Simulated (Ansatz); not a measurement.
Mulliken charges of CH₃F₂SSi (`C[Si](F)(F)[S]`) radical from r2SCAN/def2-TZVPP in Ansatz (PBE0-D4/def2-TZVP geometry).

```json
{"atom": "C1", "x (Å)": "-0.810", "y (Å)": "-0.286", "z (Å)": "0.511", "charge (e)": "-0.337"}
{"atom": "Si2", "x (Å)": "0.704", "y (Å)": "0.141", "z (Å)": "-0.445", "charge (e)": "0.850"}
{"atom": "F3", "x (Å)": "1.991", "y (Å)": "-0.515", "z (Å)": "0.214", "charge (e)": "-0.308"}
{"atom": "F4", "x (Å)": "0.642", "y (Å)": "-0.480", "z (Å)": "-1.905", "charge (e)": "-0.308"}
{"atom": "S5", "x (Å)": "0.923", "y (Å)": "2.240", "z (Å)": "-0.550", "charge (e)": "-0.187"}
{"atom": "H6", "x (Å)": "-0.906", "y (Å)": "-1.375", "z (Å)": "0.554", "charge (e)": "0.098"}
{"atom": "H7", "x (Å)": "-0.749", "y (Å)": "0.096", "z (Å)": "1.532", "charge (e)": "0.095"}
{"atom": "H8", "x (Å)": "-1.703", "y (Å)": "0.121", "z (Å)": "0.034", "charge (e)": "0.095"}
```

Q: By hand: the dipole of these point charges (1 e Å = 4.8032 D).

A: Σ q r = (-0.434, -0.010, 0.276) e Å, of length 0.514 e Å = 2.47 D.

Q: How does the dipole of the full density compare? (Estimate.)

A: The calculation gave: (-0.371, -0.023, 0.236) e Å, 2.11 D; the point charges give 1.17 times that, at 2° from its direction.

Point charges leave out the atoms' own dipoles, such as those of lone pairs, and Mulliken's split depends on the basis, so the two needn't agree.
